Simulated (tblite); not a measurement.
Problem. What does the GFN2-xTB structure of `C#CCP(C(=O)OC)C(F)(F)F` look like in three dimensions?

Solution. 
```
atom  x, y, z in Å
C1    -3.9981    1.0211    0.3750
C2    -2.8444    1.1163    0.0720
C3    -1.4478    1.2023   -0.2877
P4    -0.3854    0.2488    0.9109
C5     1.2294    0.5221    0.0080
O6     1.4854    1.5009   -0.6344
O7     2.0241   -0.4957    0.2687
C8     3.3388   -0.4737   -0.2866
C9    -0.6800   -1.4677    0.1549
F10    0.0281   -2.4174    0.7706
F11   -1.9694   -1.8122    0.2524
F12   -0.3660   -1.5337   -1.1530
H13   -5.0136    0.9473    0.6264
H14   -1.1038    2.2409   -0.2298
H15   -1.2885    0.8363   -1.3089
H16    3.9103   -1.2197    0.2590
H17    3.2952   -0.7280   -1.3468
H18    3.7768    0.5185   -0.1692
```

Any rigid rotation of these coordinates is as good. Atoms count from 1 in this order. The 3 C–O bonds span 1.198 Å (C5=O6, drawn double) to 1.427 Å (O7–C8, drawn single), a spread of 0.229 Å. P4 (phosphine phosphorus) is pyramidal (angles 96.8°, 96.1° and 94.2°, sum 287.1°, 0.97 Å off the plane of its three neighbours). The C–P distances run from 1.864 Å (C3–P4, drawn single) to 1.899 Å (P4–C9, drawn single), a spread of 0.035 Å. The C–C distances run from 1.197 Å (C1≡C2, drawn triple) to 1.445 Å (C2–C3, drawn single), a spread of 0.248 Å.

Bonds between heavy atoms (Å): C1≡C2 1.197, C2–C3 1.445, C3–P4 1.864, P4–C5 1.870, C5=O6 1.198, C5–O7 1.317, O7–C8 1.427, P4–C9 1.899, C9–F10 1.335, C9–F11 1.338, C9–F12 1.347.

Computed geometry: GFN2-xTB, gas phase.

Point group: C1 (no symmetry element, even within 0.4 Å). Its GFN2-xTB frequencies are all real (lowest 34 cm⁻¹). The numbers are those of one conformer (C2–C3–P4–C5 176°, C3–P4–C5–O6 31°, P4–C5–O7–C8 -178°). 3 starts were optimised and ended at 0.00, 0.74 and 3.55 kcal/mol (GFN2-xTB); the lowest of these is shown.

Time: 0.88 s wall. Hardware: an Arm Neoverse V1 with one thread, shared host with 32 logical CPUs at a one-minute load of 27. This is the geometry optimisation.
